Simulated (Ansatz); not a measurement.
Isolated molecules relaxed with PBE0-D4/def2-TZVP in Ansatz; ΔE leaves out vibrations. CCSD(T)/CBS is the MP2 limit (def2-TZVPP, def2-QZVPP) plus CCSD(T) − MP2 in def2-TZVPP, frozen cores. This one scheme is used for every species. Functionals use def2-TZVPP. B3LYP here is the variant with VWN-RPA as its local correlation; programs differ in this. For Se outer-core shells are correlated without core-valence functions, which leaves a few kJ/mol of doubt a bond. Scalar relativity is left out up to krypton. One conformer a species, not always the lowest.

`CB(O)[SeH]` + CH₃OH → `COB(C)[SeH]` + H₂O  (ligand exchange at a B–O bond)

`CB(O)[SeH]`:

Z-matrix (Å, degrees):
```
C
B 1 1.569
H 1 1.096 2 110.3
H 1 1.090 2 113.9 3 -121.1
H 1 1.096 2 110.3 3 117.7
O 2 1.358 1 123.0 3 -59.3
Se 2 1.954 1 119.3 3 120.7
H 6 0.961 2 113.0 1 -0.0
H 7 1.468 2 95.4 1 -179.9
```

CH₃OH:

```xyz
6

C     0.245    0.214   -0.146
O    -0.368   -0.559    0.860
H     1.147    0.645    0.288
H    -0.395    1.037   -0.489
H     0.539   -0.388   -1.015
H    -1.168   -0.948    0.501
```

`COB(C)[SeH]`:

```xyz
12

C     0.826   -1.811    0.628
O     0.000   -0.681    0.820
B    -0.137    0.297   -0.099
C    -1.076    1.511    0.204
Se    0.861    0.149   -1.799
H     1.869   -1.513    0.488
H     0.500   -2.389   -0.242
H     0.749   -2.434    1.518
H    -1.539    1.416    1.188
H    -1.868    1.593   -0.545
H    -0.521    2.454    0.173
H     0.338    1.409   -2.334
```

H₂O:

Cartesian coordinates in Å:
```
O 0.323 0.201 0.082
H -0.295 -0.190 0.703
H -0.027 -0.011 -0.785
```

```
             level  ΔE (kcal/mol)  difference from CCSD(T)/CBS
            PBE-D4           -2.2                          1.4
         r2SCAN-D4           -2.3                          1.3
           PBE0-D4           -2.1                          1.5
          B3LYP-D4           -2.4                          1.2
           ωB97X-V           -2.0                          1.6
           ωB97M-V           -2.3                          1.3
            B2PLYP           -1.8                          1.8
               PBE           -1.1                          2.5
            r2SCAN           -1.9                          1.7
              PBE0           -1.1                          2.5
             B3LYP           -0.6                          3.0
     HF/def2-TZVPP            0.0                          3.6
    MP2/def2-TZVPP           -3.6                          0.0
SCS-MP2/def2-TZVPP           -2.8                          0.8
   CCSD/def2-TZVPP           -2.5                          1.1
CCSD(T)/def2-TZVPP           -3.0                          0.6
     HF/def2-QZVPP           -0.2                          3.4
    MP2/def2-QZVPP           -4.0                         -0.4
SCS-MP2/def2-QZVPP           -3.2                          0.4
      HF/CBS(def2)           -0.2                          3.4
     MP2/CBS(def2)           -4.2                         -0.6
    CCSD/CBS(def2)           -3.1                          0.5
       CCSD(T)/CBS           -3.6                            0
```

Largest T1 diagnostic among the species: 0.011.

The D4 term adds −1.8 kcal/mol with B3LYP and −1.0 kcal/mol with PBE0; it sums over pairs of atoms, weighted by their polarisabilities, and B3LYP, whose exchange is more repulsive, gets the larger term. In def2-TZVPP, CCSD(T) changes the Hartree–Fock value by −2.9 kcal/mol (the triples alone add −0.5 kcal/mol) and MP2 by −3.5 kcal/mol.
